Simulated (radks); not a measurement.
Fractional charge and spin in the 5p shell of ytterbium: the spin-up occupation runs from 2 to 3 and the spin-down occupation from 2 to 3; the fullest corner is Yb, [Kr] 4d10 4f14 5s2 6s2 5p(up 3, down 3). Calculated with a radial shooting solver on a logarithmic mesh with Libxc functionals: scalar-relativistic Kohn-Sham, r2SCAN, spin-polarised, spherical densities, finite nucleus; meta-GGA in the generalised Kohn-Sham scheme; Fermi nuclear charge, rms radius of each element as measured or else 0.836 A^(1/3) + 0.57 fm. Energy (eV) minus the two flat planes that join the four corners (they meet along the diagonal where the two added fractions sum to one electron); zero is where a piecewise linear energy would lie.

| down \ up | 2 | 2.25 | 2.5 | 2.75 | 3 |
|---|---|---|---|---|---|
| 2 | 0.000 | -1.140 | -1.513 | -1.128 | 0.000 |
| 2.25 | -1.140 | -1.416 | -0.941 | 0.272 | -1.011 |
| 2.5 | -1.513 | -0.941 | 0.362 | -0.836 | -1.333 |
| 2.75 | -1.128 | 0.272 | -0.836 | -1.249 | -0.988 |
| 3 | 0.000 | -1.011 | -1.333 | -0.988 | 0.000 |

Corners above the fullest one (they belong to Yb+ and the next ion): (up 3, down 2) 33.621 eV, (up 2, down 3) 33.621 eV, (up 2, down 2) 80.120 eV. With half an added electron in each spin the energy lies 0.362 eV from the planes, and with half an added electron in spin up alone -1.513 eV. The planes are only a guide here: the flat-plane condition holds for ground states with one frontier orbital, while this shell lies below other occupied shells, so the corners above the fullest one are inner-hole states and not the ground states of those ions.
